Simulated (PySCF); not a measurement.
C3H3N2, SMILES C1N=C[N]C=1 (connectivity only; charge and spin as stated), charge -1, multiplicity 1. Atoms are numbered in the order given.

```xyz
8

C      0.0000     0.6986    -0.9026
C      0.0000    -0.6986    -0.9026
N      0.0000    -1.1435     0.3923
C      0.0000     0.0000     1.1067
N      0.0000     1.1435     0.3923
H      0.0000     1.3872    -1.7508
H      0.0000    -1.3872    -1.7508
H      0.0000     0.0000     2.2007
```
Charge -1, spin multiplicity 1.

Geometry optimised at B3LYP-D3(BJ)/def2-SVPD. The spin state was assumed, not searched. The isomer is the one that the SMILES or the coordinates give; other isomers of the formula were not compared.

Two levels are set side by side: PBE/pcSseg-1 (PySCF) and KT2/pcSseg-1 (PySCF). GIAO shifts against NH3 (¹⁵N), TMS (¹H), TMS (¹³C) at the same level; non-relativistic, no solvent, atoms listed together averaged. Differences are taken from unrounded values.

```
quantity                  KT2
----------------------  -----
δ(¹³C) of C1, C2 (ppm)  117.8
δ(¹⁵N) of N3, N5 (ppm)  277.9
δ(¹³C) of C4 (ppm)      137.1
δ(¹H) of H6, H7 (ppm)    6.72
δ(¹H) of H8 (ppm)        7.13
```

Task: What does PBE give, and how far is it from KT2? (An estimate is asked for; the answer gives what the named calculation found.)

Result: 
```tsv
quantity	PBE	PBE minus KT2
δ(¹³C) of C1, C2 (ppm)	125.3	7.5
δ(¹⁵N) of N3, N5 (ppm)	295.7	17.8
δ(¹³C) of C4 (ppm)	144.5	7.3
δ(¹H) of H6, H7 (ppm)	6.75	0.03
δ(¹H) of H8 (ppm)	7.16	0.03
```

Rough cost on one machine, each run with all the roots and properties that it gave: KT2 against PBE within a factor of 2.
